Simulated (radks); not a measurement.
Values are calculated unless marked as measured or tabulated.
Mo III, 40 electrons, occupied as [Kr] 4d4.

Code: a radial shooting solver on a logarithmic mesh with Libxc functionals. Model: Dirac Kohn-Sham, LDA (Slater exchange, Perdew-Wang correlation), spin-unpolarised, spherical densities, point nucleus; open shells fill j = l - 1/2 first.

Energy parts (hartree):
total: -4044.18243
kinetic: 4192.40735
electron-nucleus: -9748.86949
Hartree: 1631.20023
exchange-correlation: -118.92052

Orbitals (lengths in bohr, moments of r in powers of bohr; <r^-3> diverges for s and p1/2; r(90%) holds 90 % of the orbital's charge):
orbital  occ.  eigenvalue (hartree)  r(90%)      <r^4>  <r^-3>
1s1/2       2             -727.7882  0.0631  7.234e-06       -
2s1/2       2             -103.3778   0.238   0.001339       -
2p1/2       2             -95.22285   0.214  0.0008880       -
2p3/2       4             -91.31345   0.220  0.0009941    2394
3s1/2       2             -18.13996   0.635    0.06940       -
3p1/2       2             -15.03488   0.642    0.07177       -
3p3/2       4             -14.39051   0.657    0.07890   399.7
3d3/2       4              -8.87945   0.662    0.08231   58.36
3d5/2       6              -8.75733   0.667    0.08488   55.63
4s1/2       2              -3.03916    1.61      2.887       -
4p1/2       2              -2.14994    1.79      4.423       -
4p3/2       4              -2.05587    1.84      4.891   58.41
4d3/2       4              -0.77608    2.72      23.27   4.549
4d5/2       0              -0.76684    2.74      24.11   4.307

The highest occupied level is 4d3/2 at -21.118 eV. The density falls to 0.001 e/bohr^3 at r = 3.60 bohr. For comparison, the ionisation energy in NIST's Atomic Spectra Database is 27.1 eV (semi-empirical). In exact Kohn-Sham theory the highest level is minus the ionisation energy, but local and semilocal functionals leave it too shallow, through self-interaction and a potential that decays too fast; potentials with the right tail come closer.

Run on one thread of a shared host, so times are rough (Arm Neoverse N1): 0.16 s of CPU time, 0.16 s wall, 14 iterations on 2486 mesh points.

Beside tabulated values, note that spin-unpolarised runs miss the spin-polarisation part of the exchange energy of open shells.
